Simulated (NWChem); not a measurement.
System: CdHSeI; SMILES [SeH][Cd][I]

Excerpt of the output:

```
             Northwest Computational Chemistry Package (NWChem) 7.3.0
             --------------------------------------------------------

                             Geometry "geometry" -> ""
                             -------------------------

 Output coordinates in angstroms (scale by  1.889725989 to convert to a.u.)

  No.       Tag          Charge          X              Y              Z
 ---- ---------------- ---------- -------------- -------------- --------------
    1 Cd                  48.0000     0.16905200     0.45043500     0.00025000
    2 I                   53.0000    -0.26178000    -2.11424300    -0.00029600
    3 Se                  34.0000     0.59023100     2.87309900    -0.00109800
    4 H                    1.0000    -0.85521500     3.15385000    -0.00928100

 Effective nuclear repulsion energy (a.u.)    1083.6282642834

 Summary of "ao basis" -> "ao basis" (spherical)
 ------------------------------------------------------------------------------
       Tag                 Description            Shells   Functions and Types
 ---------------- ------------------------------  ------  ---------------------
 Cd                         def2-svp                11       31   5s3p2d1f
 I                          def2-svp                10       26   4s4p2d
 Se                         def2-svp                12       32   5s4p3d
 H                          def2-svp                 3        5   2s1p

            General Information
            -------------------
          SCF calculation type: DFT
          Wavefunction type:  closed shell.
          No. of atoms     :     4
          No. of electrons :    80
           Alpha electrons :    40
            Beta electrons :    40
          Charge           :     0
          Spin multiplicity:     1
          Use of symmetry is: off; symmetry adaption is: off
          Maximum number of iterations: 150
          AO basis - number of functions:    94
                     number of shells:    36
          Convergence on energy requested:  1.00D-06
          Convergence on density requested:  1.00D-05
          Convergence on gradient requested:  5.00D-04

              XC Information
              --------------
          PerdewBurkeErnzerhof Exchange Functional  1.000
            Perdew 1991 LDA Correlation Functional  1.000 local
           PerdewBurkeErnz. Correlation Functional  1.000 non-local

             Grid Information
             ----------------
          Grid used for XC integration:  medium
          Radial quadrature: Mura-Knowles
          Angular quadrature: Lebedev.
          Tag              B.-S. Rad. Rad. Pts. Rad. Cut. Ang. Pts.
          ---              ---------- --------- --------- ---------
          Cd                  1.55      123          10.0       590
          I                   1.40      123          13.0       590
          Se                  1.15      112          13.0       590
          H                   0.35       45          13.0       434
          Grid pruning is: on
          Number of quadrature shells:   403
          Spatial weights used:  Erf1

      Superposition of Atomic Density Guess
      -------------------------------------

 Sum of atomic energies:       -2939.11187015

      Non-variational initial energy
      ------------------------------

 Total energy =   -2863.935324
 1-e energy   =   -4868.189174
 2-e energy   =    1648.901307
 HOMO         =      -0.289499
 LUMO         =      -0.040590

   convergence    iter        energy       DeltaE   RMS-Dens  Diis-err
 ---------------- ----- ----------------- --------- --------- ---------
 d= 0,ls=0.0,diis     1  -2866.9438817495 -3.22D+03  1.90D-02  4.48D-01
 d= 0,ls=0.0,diis     2  -2866.8994168253  4.45D-02  1.27D-02  6.33D-01
 d= 0,ls=0.0,diis     3  -2866.9940988039 -9.47D-02  3.46D-03  7.89D-02
 d= 0,ls=0.0,diis     4  -2867.0058640789 -1.18D-02  7.17D-04  5.54D-03
 d= 0,ls=0.0,diis     5  -2867.0064509578 -5.87D-04  2.18D-04  2.84D-04
  Resetting Diis
 d= 0,ls=0.0,diis     6  -2867.0064904819 -3.95D-05  6.15D-05  2.45D-05
 d= 0,ls=0.0,diis     7  -2867.0064934952 -3.01D-06  5.07D-05  1.44D-06
 d= 0,ls=0.0,diis     8  -2867.0064927175  7.78D-07  3.25D-05  5.39D-06
 d= 0,ls=0.0,diis     9  -2867.0064938206 -1.10D-06  2.39D-06  7.79D-08
 d= 0,ls=0.0,diis    10  -2867.0064938286 -8.00D-09  6.61D-07  3.16D-09

         Total DFT energy =    -2867.006493828596
      One electron energy =    -4867.841767109267
           Coulomb energy =     1770.303395486134
    Exchange-Corr. energy =     -124.820665340041
 Nuclear repulsion energy =      355.352543134577

 Numeric. integr. density =       80.000015160153

                       DFT Final Molecular Orbital Analysis
                       ------------------------------------

 Vector   38  Occ=2.000000D+00  E=-2.395927D-01
              MO Center= -1.7D-01, -1.6D+00, -2.9D-04, r^2= 4.0D+00
   Bfn.  Coefficient  Atom+Function         Bfn.  Coefficient  Atom+Function
  ----- ------------  ---------------      ----- ------------  ---------------
    44      0.563071  2 I  pz                47      0.499994  2 I  pz
    41     -0.229576  2 I  pz                38     -0.185896  2 I  pz
    74      0.156748  3 Se pz                71      0.138846  3 Se pz
    14      0.095288  1 Cd pz                68     -0.088728  3 Se pz
    11      0.086879  1 Cd pz                 8     -0.072229  1 Cd pz

 Vector   39  Occ=2.000000D+00  E=-2.382497D-01
              MO Center= -2.4D-01, -2.0D+00, -2.6D-04, r^2= 2.3D+00
   Bfn.  Coefficient  Atom+Function         Bfn.  Coefficient  Atom+Function
  ----- ------------  ---------------      ----- ------------  ---------------
    42      0.583431  2 I  px                45      0.523077  2 I  px
    39     -0.238074  2 I  px                36     -0.192724  2 I  px
    43     -0.104020  2 I  py                15      0.098792  1 Cd d -2
    46     -0.094821  2 I  py                12      0.073278  1 Cd px
     9      0.067919  1 Cd px                 6     -0.056114  1 Cd px

 Vector   40  Occ=2.000000D+00  E=-2.179384D-01
              MO Center=  4.7D-01,  2.3D+00, -1.1D-03, r^2= 4.1D+00
   Bfn.  Coefficient  Atom+Function         Bfn.  Coefficient  Atom+Function
  ----- ------------  ---------------      ----- ------------  ---------------
    74      0.570054  3 Se pz                71      0.474270  3 Se pz
    68     -0.303263  3 Se pz                47     -0.193249  2 I  pz
    44     -0.191261  2 I  pz                16     -0.133797  1 Cd d -1
    65      0.098551  3 Se pz                14      0.079661  1 Cd pz
    41      0.078887  2 I  pz                38      0.063634  2 I  pz

 Vector   41  Occ=0.000000D+00  E=-9.856231D-02
              MO Center=  1.2D-01,  4.0D-01,  6.4D-04, r^2= 6.6D+00
   Bfn.  Coefficient  Atom+Function         Bfn.  Coefficient  Atom+Function
  ----- ------------  ---------------      ----- ------------  ---------------
     4      0.664964  1 Cd s                  5      0.615404  1 Cd s
    73      0.466549  3 Se py                46     -0.450263  2 I  py
     2     -0.320952  1 Cd s                 43     -0.321040  2 I  py
    70      0.285939  3 Se py                34     -0.217461  2 I  s
    61     -0.204259  3 Se s                 19     -0.185080  1 Cd d  2

 Vector   42  Occ=0.000000D+00  E=-5.736607D-02
              MO Center=  2.7D-01,  5.3D-01,  6.6D-04, r^2= 5.7D+00
   Bfn.  Coefficient  Atom+Function         Bfn.  Coefficient  Atom+Function
  ----- ------------  ---------------      ----- ------------  ---------------
    12      0.795441  1 Cd px                91      0.381603  4 H  s
     9      0.351644  1 Cd px                 6     -0.258547  1 Cd px
    45     -0.252369  2 I  px                62     -0.250562  3 Se s
    90      0.175620  4 H  s                 42     -0.161288  2 I  px
    72      0.121422  3 Se px                13     -0.108432  1 Cd py

 Vector   43  Occ=0.000000D+00  E=-4.294953D-02
              MO Center=  1.7D-01,  4.6D-01, -9.2D-04, r^2= 5.9D+00
   Bfn.  Coefficient  Atom+Function         Bfn.  Coefficient  Atom+Function
  ----- ------------  ---------------      ----- ------------  ---------------
    14      0.838965  1 Cd pz                11      0.359920  1 Cd pz
    74     -0.292218  3 Se pz                 8     -0.261635  1 Cd pz
    47     -0.253734  2 I  pz                44     -0.167145  2 I  pz
    71     -0.165826  3 Se pz                68      0.103514  3 Se pz
    54      0.073986  2 I  d -1              41      0.066943  2 I  pz

     Multipole analysis of the density
     ---------------------------------

     L   x y z        total         alpha         beta         nuclear
     -   - - -        -----         -----         ----         -------
     0   0 0 0     -0.000000    -40.000000    -40.000000     80.000000

     1   1 0 0     -0.158835    -15.243693    -15.243693     30.328551
     1   0 1 0      0.379215    -53.659874    -53.659874    107.698963
     1   0 0 1     -0.000574      0.046024      0.046024     -0.092621

     2   2 0 0    -48.309781    -50.689421    -50.689421     53.069062
     2   1 1 0     -2.415896   -126.765343   -126.765343    251.114791
     2   1 0 1      0.016763      0.028585      0.028585     -0.040406
     2   0 2 0    -53.072923   -752.203365   -752.203365   1451.333808
     2   0 1 1     -0.010921      0.206360      0.206360     -0.423642
     2   0 0 2    -50.772232    -25.386349    -25.386349      0.000466

                                 NWChem DFT Module
                                 -----------------

[...]
```

Level: PBE/def2-SVP with def2 effective core potentials on Cd, I, vertical spin-unrestricted ions. Structure relaxed at the PBE0/def2-SVP level. Not confirmed as a minimum by frequencies. def2 effective core potentials on Cd, I; no spin-orbit coupling.

Task: Which NWChem input produces such a log?

Result: One answer among several that fit: the input that was run:
```
start job
memory heap 200 mb stack 900 mb global 1100 mb
geometry units angstroms noautosym nocenter noautoz
  Cd     0.169052     0.450435     0.000250
  I     -0.261780    -2.114243    -0.000296
  Se     0.590231     2.873099    -0.001098
  H     -0.855215     3.153850    -0.009281
end
basis spherical
  * library def2-svp
end
ecp
  Cd library def2-ecp
  I library def2-ecp
end
dft
  xc xpbe96 cpbe96
  iterations 150
  vectors input atomic output neutral.movecs
end
task dft energy
charge 1
dft
  odft
  mult 2
  vectors input atomic output cation.movecs
end
task dft energy
```
